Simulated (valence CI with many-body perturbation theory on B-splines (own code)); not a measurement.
Values are calculated unless marked as measured or tabulated.
## Lu LXVI: magnetic and hyperfine properties of the levels

Method: relativistic CI+MBPT: four valence electrons over a frozen Dirac-Fock core [He], radial functions for each j: 11 s, 11 p, 9 d, 7 f, 5 g, 2 h, 1 i, with the one-electron correlation potential Σ1 (screened to all orders), the two-electron term Σ2, the three-electron term Σ3, Breit, model QED; selected single and double excitations, second order for the rest (own B-spline code, finite nucleus).

No measured spectrum was set against this ion. As an estimate, large intervals hold to a few tenths of a per cent, small ones and those within an open d or f shell to about a per cent. Among the levels kept, up to 290 cm⁻¹ of a level comes from second order outside the variational space, and about a tenth of that is noise between levels of different J, which matters for small intervals.

A/g_I is the dipole constant over the nuclear g factor μ/I (μ in nuclear magnetons, uniformly magnetised nucleus), B/Q the quadrupole constant per barn. Both hold the static response of the core; the bare values leave it out. Large factors of s and p1/2 electrons are usually good to 5 to 10 %; those of open d and f shells near neutrality can be off by tens of per cent, and small factors of p3/2, d and f electrons come from cancelling terms and can be off by a factor of two or in sign, in half-filled shells by more. B is blank for J = 1/2, where it vanishes, and for nearly pure S terms. Energies count from the lowest level. Levels with J = 0 are left out.

Levels are named by their leading jj configuration (3d3/2^4 stands for four electrons in 3d with j = 3/2), which in mixed levels can hold well under half, so a name can repeat and another be missing. Letters in brackets count levels of one name in rising energy.

```
                     Level  E (eV)      g  A/g_I (MHz)  A/g_I bare  B/Q (MHz/b)  B/Q bare
    (2s^2 2p1/2 2p3/2) J=1    1165  1.471      -645000     -619000       725000    727000
    (2s^2 2p1/2 2p3/2) J=2    1183  1.138      2110000     2120000      1360000   1370000
    (2s 2p1/2^2 2p3/2) J=2    1447  1.499      5290000     5260000      1390000   1390000
    (2s 2p1/2^2 2p3/2) J=1    1531  1.111     -3850000    -3770000       824000    825000
        (2s^2 2p3/2^2) J=2    2370  1.293       745000      761000        82200     82300
(2s 2p1/2 2p3/2^2) J=2 [a]    2585  1.548      3770000     3750000       239000    240000
    (2s 2p1/2 2p3/2^2) J=3    2629  1.297      4720000     4690000        -4510     -4550
(2s 2p1/2 2p3/2^2) J=1 [a]    2709  1.300     -4520000    -4430000      -447000   -448000
(2s 2p1/2 2p3/2^2) J=2 [b]    2718  1.048      -320000     -280000      -165000   -165000
(2s 2p1/2 2p3/2^2) J=1 [b]    2723  1.299     1.19e+07    1.18e+07       250000    250000
     (2p1/2^2 2p3/2^2) J=2    3017  1.308       695000      727000        78000     78100
          (2s 2p3/2^3) J=2    3849  1.433      5360000     5320000     -1470000  -1480000
          (2s 2p3/2^3) J=1    3930  1.159     -3910000    -3820000      -624000   -625000
       (2p1/2 2p3/2^3) J=1    4197  1.471      -694000     -643000      -721000   -722000
       (2p1/2 2p3/2^3) J=2    4216  1.123      2110000     2120000     -1520000  -1530000
       (2s^2 2p1/2 3s) J=1    9446  1.304      5940000     5900000       -14200    -14300
    (2s^2 2p1/2 3p1/2) J=1    9526  0.636      4100000     4090000        -3450     -3450
       (2s 2p1/2^2 3s) J=1    9699  2.006     1.22e+07    1.20e+07         8070      8080
    (2s 2p1/2^2 3p1/2) J=1    9791  1.345     1.04e+07    1.03e+07        -5850     -5850
    (2s^2 2p1/2 3p3/2) J=2    9892  1.146      1740000     1740000       425000    426000
    (2s^2 2p1/2 3p3/2) J=1    9894  1.501     -1160000    -1150000       212000    212000
    (2s^2 2p1/2 3d3/2) J=2    9955  0.743      1680000     1670000        88400     89000
    (2s^2 2p1/2 3d3/2) J=1    9980  0.828     -1370000    -1360000        36000     36300
    (2s^2 2p1/2 3d5/2) J=2   10060  1.283      -897000     -893000        82400     83000
    (2s^2 2p1/2 3d5/2) J=3   10064  1.094      1090000     1090000        78700     79400
    (2s 2p1/2^2 3p3/2) J=2   10152  1.498      4840000     4790000       415000    416000
    (2s 2p1/2^2 3p3/2) J=1   10157  1.135     -4500000    -4450000       219000    219000
    (2s 2p1/2^2 3d3/2) J=1   10214  0.468     -4630000    -4580000        37000     37300
    (2s 2p1/2^2 3d3/2) J=2   10219  1.114      4790000     4740000        71700     72300
    (2s 2p1/2^2 3d5/2) J=3   10316  1.331      3230000     3200000        71800     72500
    (2s 2p1/2^2 3d5/2) J=2   10333  1.029     -3040000    -3010000        60000     60600
```

(1) Take the isotope of mass number 175, with I = 7/2, μ = 2.2257 μN and Q = 3.49 b. What is the hyperfine structure of (2s^2 2p3/2^2) J=2?

## Answers

(1) From the table A = 474000 MHz, B = 287000 MHz. Shifts from the centre of gravity in MHz: F = 3/2: -4110000, F = 5/2: -3060000, F = 7/2: -1500000, F = 9/2: 614000, F = 11/2: 3390000.
